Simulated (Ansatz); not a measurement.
Gas-phase electronic energies from Ansatz, PBE0-D4/def2-TZVP geometries. CCSD(T)/CBS adds triple-zeta CCSD(T) − MP2 to the extrapolated MP2 energy (def2 sets, frozen cores). This one scheme is used for every species. DFT in def2-TZVPP. B3LYP here is the variant with VWN-RPA as its local correlation; programs differ in this. HSE06 is defined as in plane-wave codes. Each species was taken in one conformer, which may not be the lowest.

`[BH2][AlH][S]C` + `F[SiH3]` → `B[SiH2]F` + `C[S][AlH2]`  (formal exchange of groups at a B–Al bond)

```json
{"level": "PBE-D4", "ΔE (kJ/mol)": "-9.7", "difference from CCSD(T)/CBS": "-4.5"}
{"level": "revPBE-D4", "ΔE (kJ/mol)": "-9.4", "difference from CCSD(T)/CBS": "-4.2"}
{"level": "r2SCAN-D4", "ΔE (kJ/mol)": "-9.1", "difference from CCSD(T)/CBS": "-3.9"}
{"level": "B3LYP-D4", "ΔE (kJ/mol)": "-7.8", "difference from CCSD(T)/CBS": "-2.6"}
{"level": "r2SCANh-D4", "ΔE (kJ/mol)": "-8.7", "difference from CCSD(T)/CBS": "-3.5"}
{"level": "r2SCAN0-D4", "ΔE (kJ/mol)": "-8.2", "difference from CCSD(T)/CBS": "-3.0"}
{"level": "HSE06-D4", "ΔE (kJ/mol)": "-8.1", "difference from CCSD(T)/CBS": "-2.9"}
{"level": "CAM-B3LYP-D4", "ΔE (kJ/mol)": "-8.7", "difference from CCSD(T)/CBS": "-3.5"}
{"level": "ωB97M-V", "ΔE (kJ/mol)": "-7.9", "difference from CCSD(T)/CBS": "-2.7"}
{"level": "PBE0", "ΔE (kJ/mol)": "-9.0", "difference from CCSD(T)/CBS": "-3.8"}
{"level": "B3LYP", "ΔE (kJ/mol)": "-8.8", "difference from CCSD(T)/CBS": "-3.6"}
{"level": "HSE06", "ΔE (kJ/mol)": "-8.9", "difference from CCSD(T)/CBS": "-3.7"}
{"level": "RPA@PBE/def2-TZVPP", "ΔE (kJ/mol)": "-1.4", "difference from CCSD(T)/CBS": "3.8"}
{"level": "HF/def2-TZVPP", "ΔE (kJ/mol)": "-5.0", "difference from CCSD(T)/CBS": "0.2"}
{"level": "SCS-MP2/def2-TZVPP", "ΔE (kJ/mol)": "-3.3", "difference from CCSD(T)/CBS": "1.9"}
{"level": "CCSD/def2-TZVPP", "ΔE (kJ/mol)": "-4.2", "difference from CCSD(T)/CBS": "1.0"}
{"level": "CCSD(T)/CBS", "ΔE (kJ/mol)": "-5.2", "difference from CCSD(T)/CBS": "0"}
```

Largest T1 diagnostic among the species: 0.012.

Leaving LDA and LC-ωPBE aside and taking each functional with its dispersion term where it has one, the values, not all of them listed here, spread over 16.6 kJ/mol, from B97M-V to PBE-QIDH. LDA lies −4.0 kJ/mol from PBE without D4.
